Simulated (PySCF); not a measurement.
Computed IR spectrum (relative IR intensity) of a molecule C₅H₈O. The structure is a stationary point at PBE-D3(BJ)/def2-SVP. Other conformers were not sampled. Level of theory: PBE-D3(BJ)/def2-SVP (PySCF 2.14.0). Frequencies are harmonic and unscaled.

```csv
ν (cm⁻¹),relative intensity
140,2.8
345,8.5
411,47
448,34
664,41
829,26
846,5.5
910,7.9
922,17
1042,29
1134,100
1202,8.7
1239,2.4
1258,5.9
1268,2.5
1374,46
1382,8.3
1396,20
2950,49
3020,24
3028,37
3118,3.2
3141,15
3661,12
```

Question: Which structure fits?
(A) C=CC1COC1
(B) C[C@@H]1C=CCO1
(C) OC1CC=CC1
(D) C[C@H]1C=COC1

Answer: C, OC1CC=CC1
